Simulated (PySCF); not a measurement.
Compound: C₅H₁₄BN.
Bonds: C1–N2, N2–C3, N2–B4, B4–C5, C5–C6, C6–C7, N2–C7. Hydrogens: H8, H9, H10 on C1; H11, H12, H13 on C3; H14, H15 on B4; H16, H17 on C5; H18, H19 on C6; H20, H21 on C7.

Theory: PySCF 2.14.0, PBE0-D3(BJ)/def2-SVP geometry optimisation, gas phase.

(1) What internal coordinates does the optimisation give?

Results:

(1) 
```
                  bond  length (Å)   order
          C1–N2, N2–C3       1.468  single
                 N2–B4       1.658  single
                 B4–C5       1.633  single
                 C5–C6       1.546  single
                 C6–C7       1.524  single
                 N2–C7       1.485  single
C1–H8 and 5 like bonds       1.099  single
        B4–H14, B4–H15       1.228  single
        C5–H16, C5–H17       1.101  single
        C6–H18, C6–H19       1.101  single
        C7–H20, C7–H21       1.102  single
```

Bonds in one row agree within 0.01 Å and their mean is given. Orders are formal, as drawn. A selection of angles:
```
     angle  degrees
  N2–C1–H8    109.0
  N2–C1–H9    110.9
  H8–C1–H9    109.5
 H8–C1–H10    108.5
  C1–N2–C3    109.8
  C1–N2–B4    112.4
  C1–N2–C7    111.9
  C3–N2–B4    109.9
  B4–N2–C7    101.8
  N2–B4–C5    100.6
 N2–B4–H14    106.7
 N2–B4–H15    104.1
 C5–B4–H14    118.1
 C5–B4–H15    113.4
H14–B4–H15    111.9
  B4–C5–C6    106.1
 B4–C5–H16    110.4
 B4–C5–H17    113.8
 C6–C5–H16    110.6
 C6–C5–H17    110.2
H16–C5–H17    105.9
  C5–C6–C7    106.5
 C5–C6–H18    113.8
 C5–C6–H19    111.8
 C7–C6–H18    109.4
H18–C6–H19    105.6
 C6–C7–H20    114.8
 C6–C7–H21    110.4
  N2–C7–C6    106.7
 N2–C7–H20    110.4
 N2–C7–H21    106.1
H20–C7–H21    108.2
```

Torsions: C1–N2–B4–C5 156° (antiperiplanar); N2–B4–C5–C6 -16° (synperiplanar); B4–C5–C6–C7 -8° (synperiplanar); C5–C6–C7–N2 34° (synclinal); C1–N2–C7–C6 -164° (antiperiplanar). The mirror-image conformer, all signs reversed, is as good.

The C–C distances run from 1.524 Å (C6–C7, drawn single) to 1.546 Å (C5–C6, drawn single), a spread of 0.022 Å. N2 (nitrogen bonded to B and 3 C) is distorted tetrahedral (angles from 101.8° to 112.4°). B4 (four-coordinate boron) is distorted tetrahedral (angles from 100.6° to 118.1°). Of the pairs four or more bonds apart, C6···H12 is among the closest relative to their van der Waals radii: 2.61 Å, 90 % of the sum of Bondi's values. The 5-membered ring N2–B4–C5–C6–C7 has internal angles of 100.6° to 106.7°; it is puckered, 0.19 Å rms from its mean plane, widest ring torsion 44°.

Point group: C1 (no symmetry element, even within 0.4 Å). Not checked by PBE0-D3(BJ)/def2-SVP frequencies. One conformer, not necessarily the lowest.
